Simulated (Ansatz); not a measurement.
A structure relaxed at r2SCAN-D4/def2-SVPD in Ansatz, charge -1, doublet:

```xyz
5

Mo    0.339   -0.152   -0.108
Au   -1.467    1.264    1.192
Au   -0.235   -1.330    2.076
Au   -0.994    1.250   -1.763
Au    2.357   -1.032   -1.398
```

(1) Give its formula.

(2) Summarise the bond lengths by kind (pairs closer than 1.2 times the sum of covalent radii, bridged metal pairs left out).

Answers

(1) MoAu4⁻.

(2) 4 × Au–Mo 2.55 to 2.64 Å; 2 × Au–Au 2.99 to 3.00 Å.

In the def2 sets Au, Mo take a core potential; there is no spin–orbit coupling. The charge -1 doublet is spin-contaminated (final ⟨S²⟩ up to 1.78, 0.75 for a pure state). The relaxation made no stability test and no search for a lower SCF solution. No other spin state of charge -1 was run. Another isomer (doublet) lies 0.06 eV lower at PBE0-D4/def2-TZVPD; other spin states weren't run for this one.
